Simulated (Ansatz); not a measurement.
```yaml
crystal:
  periodic: [false, false, false]
  atoms:
    - {symbol: N, position_ang: [1.935417, -1.316054, 0.912326]}
    - {symbol: C, position_ang: [1.049131, -0.715531, 0.491174]}
    - {symbol: Ge, position_ang: [-0.432522, 0.316371, -0.131577]}
    - {symbol: F, position_ang: [-1.568639, -0.795349, -0.764483]}
    - {symbol: F, position_ang: [0.135405, 1.230773, -1.461457]}
    - {symbol: H, position_ang: [-1.076691, 1.215690, 0.907818]}
basis:
  gaussian: {orbitals: STO-3G}
magnetization: {spin_polarized: true, initial_magnetization: 1}
hamiltonian: {xc: {name: PBE-QIDH}, pseudopotentials: {relativity: scalar}}
```

```sh
$ ansatz run in.yaml --threads 2 --pin off --events-out ev --progress --plain --max-ram 32768MiB --backend cpu
```

Shortened log:

```
Error: a molecule whose nuclei and cores have a total charge of 64 cannot have a net charge of 0 together with 1 unpaired electrons
```

In this input the number of unpaired electrons doesn't fit the electron count. The input was rejected before any iteration.
